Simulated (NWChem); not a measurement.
Everything below was run with NWChem. System: H$_{2}$PbS, charge 1, spin multiplicity 2, at the geometry of a parent with another charge or spin, in a state set for the comparison that need not be this species' ground state. Its SCF solution wasn't tested for a lower state. Level: UPBE0/x2c-SVPall-2c, scalar ZORA.

The NWChem input:

```
start mol
memory heap 200 mb stack 900 mb global 1100 mb
charge 1
geometry units angstroms nocenter noautoz noautosym
  Pb     0.351216    -0.259990     0.000000
  H      1.426737     1.265571     0.000000
  S     -1.726076     1.240085     0.000000
  H     -2.609230     0.212258     0.000000
end
basis spherical
  * library x2c-svpall-2c
end
relativistic
  zora on
end
dft
  xc pbe0
  odft
  mult 2
  semidirect memsize 60000000 filesize 0
  iterations 100
  grid fine
end
task dft energy
```

Output (cleaned and shortened):

```
             Northwest Computational Chemistry Package (NWChem) 7.3.0
             --------------------------------------------------------

                                NWChem Input Module
                                -------------------

 Scaling coordinates for geometry "geometry" by  1.889725989
 (inverse scale =  0.529177249)

                             Geometry "geometry" -> ""
                             -------------------------

 Output coordinates in angstroms (scale by  1.889725989 to convert to a.u.)

  No.       Tag          Charge          X              Y              Z
 ---- ---------------- ---------- -------------- -------------- --------------
    1 Pb                  82.0000     0.35121600    -0.25999000     0.00000000
    2 H                    1.0000     1.42673700     1.26557100     0.00000000
    3 S                   16.0000    -1.72607600     1.24008500     0.00000000
    4 H                    1.0000    -2.60923000     0.21225800     0.00000000

 Effective nuclear repulsion energy (a.u.)     317.7420632317

            Nuclear Dipole moment (a.u.)
            ----------------------------
        X                 Y               Z
 ---------------- ---------------- ----------------
     0.0000056692     0.0000170075     0.0000000000


 Summary of "ao basis" -> "" (spherical)
 ------------------------------------------------------------------------------
       Tag                 Description            Shells   Functions and Types
 ---------------- ------------------------------  ------  ---------------------
 *                       x2c-svpall-2c                on all atoms

                                 NWChem DFT Module
                                 -----------------

 Summary of "ao basis" -> "ao basis" (spherical)
 ------------------------------------------------------------------------------
       Tag                 Description            Shells   Functions and Types
 ---------------- ------------------------------  ------  ---------------------
 Pb                      x2c-svpall-2c              27       89   7s11p7d2f
[...]
   alpha     21     22     23     24     25     26     27     28     29     30
    beta     21     22     23     24     25     27     26     28     29     30
 overlap   0.996  0.996  0.991  0.991  1.000  0.969  0.969  1.000  1.000  0.996

   alpha     31     32     33     34     35     36     37     38     39     40
    beta     31     32     33     34     35     36     37     38     39     40
 overlap   0.996  0.995  0.981  0.982  0.939  0.940  1.000  0.974  0.974  0.981

   alpha     41     42     43     44     45     46     47     48     49     50
    beta     42     41     43     44     45     46     47     48     50     49
 overlap   0.993  0.967  0.967  0.986  1.000  0.997  0.995  0.948  0.956  1.000

   alpha     51     52     53     54     55     56     57     58     59     60
    beta     51     52     53     54     55     56     57     58     59     60
 overlap   1.000  0.996  0.988  0.991  0.996  0.715  0.789  0.925  1.000  0.895

   alpha     61     62     63     64     65     66     67     68     69     70
    beta     61     62     63     64     65     66     67     68     69     70
 overlap   0.895  0.997  0.992  0.986  0.992  0.992  0.999  0.998  0.996  0.999

   alpha     71     72     73     74     75     76     77     78     79     80
    beta     71     72     73     74     76     75     77     78     79     80
 overlap   0.997  0.998  0.999  0.999  0.997  0.998  0.993  1.000  0.999  0.996

   alpha     81     82     83     84     85     86     87     88     89     90
    beta     81     82     83     84     85     86     87     88     89     90
 overlap   0.996  0.999  0.988  0.996  0.994  0.999  1.000  1.000  1.000  1.000

   alpha     91     92     93     94     95     96     97     98     99    100
    beta     91     92     93     94     95     96     97     98     99    100
 overlap   1.000  1.000  1.000  1.000  1.000  1.000  1.000  1.000  1.000  1.000

   alpha    101    102    103    104    105    106    107    108    109    110
    beta    101    102    103    104    105    106    107    108    109    110
 overlap   1.000  1.000  1.000  1.000  1.000  1.000  1.000  1.000  1.000  1.000

   alpha    111    112    113    114    115    116    117    118    119    120
    beta    111    112    113    114    115    116    117    118    119    120
 overlap   1.000  1.000  1.000  1.000  1.000  1.000  1.000  1.000  1.000  1.000

     --------------------------
     Expectation value of S2:
     --------------------------
      <S2> =      0.7642 (Exact =     0.7500)

 center of mass
 --------------
 x =   0.13016619 y =  -0.10101652 z =   0.00000000

 moments of inertia (a.u.)
 ------------------
         229.238495580481         304.518821024523           0.000000000000
         304.518821024523         459.506432496557           0.000000000000
           0.000000000000           0.000000000000         688.744928077038

     Multipole analysis of the density
     ---------------------------------

     L   x y z        total         alpha         beta         nuclear
     -   - - -        -----         -----         ----         -------
     0   0 0 0      1.000000    -50.000000    -49.000000    100.000000

     1   1 0 0      0.080601      0.022899      0.057696      0.000006
     1   0 1 0     -0.589004     -0.707186      0.118166      0.000017
     1   0 0 1      0.000002     -0.000008      0.000010      0.000000

     2   2 0 0    -24.818727   -135.150348   -127.601227    237.932848
     2   1 1 0     -0.606549     72.908156     71.054568   -144.569273
     2   1 0 1     -0.000033      0.000010     -0.000043      0.000000
     2   0 2 0    -28.955350    -75.153629    -67.341818    113.540097
     2   0 1 1      0.000003     -0.000001      0.000004      0.000000
     2   0 0 2    -30.052084    -15.608161    -14.443923      0.000000

 Task  times  cpu:       28.0s     wall:       28.0s

 Total times  cpu:       28.0s     wall:       28.0s
```
